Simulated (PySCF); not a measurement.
# P: excitation energy

P [Ne] 3s2 3p3 (4S) → P [Ne] 3s2 3p2 4s1 (4P), as a difference of total energies. Computed with PySCF 2.14 in aug-cc-pwCVDZ (6s5p3d, 36 functions), with the non-relativistic Hamiltonian (point nucleus). Correlated levels: valence: [Ne] frozen; valence and next inner shell: 1s2 frozen; nothing frozen. The calculations carry no spin-orbit coupling.

| method | excitation energy (eV) | error (eV) |
| --- | --- | --- |
| UHF | 7.033 | +0.066 |
| LDA | 7.095 | +0.128 |
| PBE | 7.091 | +0.124 |
| PBE0 | 7.208 | +0.241 |
| r2SCAN | 7.428 | +0.461 |
| M06-2X | 7.082 | +0.115 |
| r2SCAN0 | 7.403 | +0.436 |
| BHandHLYP | 7.144 | +0.177 |
| B3LYP | 7.060 | +0.093 |
| MP2 (valence) | 7.219 | +0.252 |
| SCS-MP2 (valence) | 7.138 | +0.171 |
| MP2 (valence and next inner shell) | 7.200 | +0.233 |
| SCS-MP2 (valence and next inner shell) | 7.123 | +0.156 |
| MP2 (all electrons) | 7.200 | +0.233 |
| SCS-MP2 (all electrons) | 7.123 | +0.156 |

Reference: 6.967 eV (measured; NIST levels, between the centres of gravity of the two terms).

Errors of the correlated levels include the incompleteness of this basis and the frozen core.

The promoted electron is Rydberg-like, and one or two diffuse shells describe it only roughly, which tends to raise the upper state.
